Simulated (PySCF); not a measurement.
Vertical excitations of a molecule C3H7O, multiplicity 2 from TDA-M06-2X/def2-SVPD in PySCF 2.14.0, as energy in eV (oscillator strength): 4.94 (0.004), 5.80 (0.033), 6.00 (0.005), 6.30 (0.002), 6.81 (0.014), 6.96 (0.027), 7.21 (0.006), 7.49 (0.000), 7.60 (0.009), 7.84 (0.018). The structure is a stationary point at PBE0-D3(BJ)/def2-SVP. The values are those of a single conformer.

**Question.** Which structure fits?
A. [CH2]C(C)O
B. C[C](C)O
C. C[CH]CO
D. [CH2]COC

**Answer.** A, [CH2]C(C)O
